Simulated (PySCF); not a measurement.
**TDDFT excited states: C3H5FO2S**

Compound: C₃H₅FO₂S.
Z-matrix (Å and degrees, GFN2-xTB geometry), rows numbered from 1:
```
C 
C   1  1.3120
F   2  1.3401  1  124.57
S   2  1.8184  1  124.17  3   179.25
C   4  1.8098  2  102.83  1   130.94
O   4  1.4328  2  108.39  1  -113.25
O   4  1.4348  2  106.86  1    15.37
H   1  1.0772  2  123.18  3    -0.51
H   1  1.0745  2  117.78  3   179.31
H   5  1.0829  4  107.63  2   179.67
H   5  1.0823  4  107.83  2   -60.85
H   5  1.0825  4  108.10  2    60.21
```

The calculation used TDDFT PBE0/def2-SVPD, vertical, gas phase, core orbitals frozen in the response in PySCF.

```csv
state,E (eV),E (hartree),f,"main configurations (H = HOMO, L = LUMO)"
S1,6.33,0.2325,0.0018,"H-1→L (88%), H→L (9%)"
S2,6.66,0.2448,0.050,"H→L (46%), H-2→L (42%), H-1→L (9%)"
S3,7.10,0.2609,0.131,"H-2→L (45%), H-3→L (26%), H→L (24%)"
S4,7.54,0.2769,0.060,"H-3→L (56%), H-4→L (19%), H→L (10%)"
S5,7.60,0.2791,0.055,"H-4→L (77%), H-3→L (11%)"
S6,7.78,0.2859,0.0085,"H→L+1 (79%), H→L+3 (8%)"
```

Triplets (Tamm–Dancoff): T1 4.31 eV, H→L (82%), H-2→L (8%); T2 5.97 eV, H-1→L (89%).

The lowest singlet comes at 196 nm (610 kJ/mol) in the vacuum ultraviolet; it is very weak; its leading configuration is HOMO-1→LUMO (88%). The strongest level in the table is S3 at 7.10 eV (175 nm, f = 0.131). Löwdin shares by element: HOMO carbon 56% or more, oxygen 16% or more, fluorine 10% (atoms not listed hold the other 18%); LUMO carbon 64% or more, sulfur 8%, fluorine 6% (atoms not listed hold the other 22%). The oscillator strengths of these states sum to 0.307; summed over the whole spectrum of an exact calculation they would give the number of electrons, 64 (Thomas–Reiche–Kuhn). Orbital energies (eV): HOMO-3 -9.84, HOMO-2 -9.24, HOMO-1 -8.91, HOMO -8.62, LUMO -1.12, LUMO+1 0.31, LUMO+2 0.71. The listed states span 1.45 eV. The window holds the lowest 6 singlets.

One conformer stands for the species.
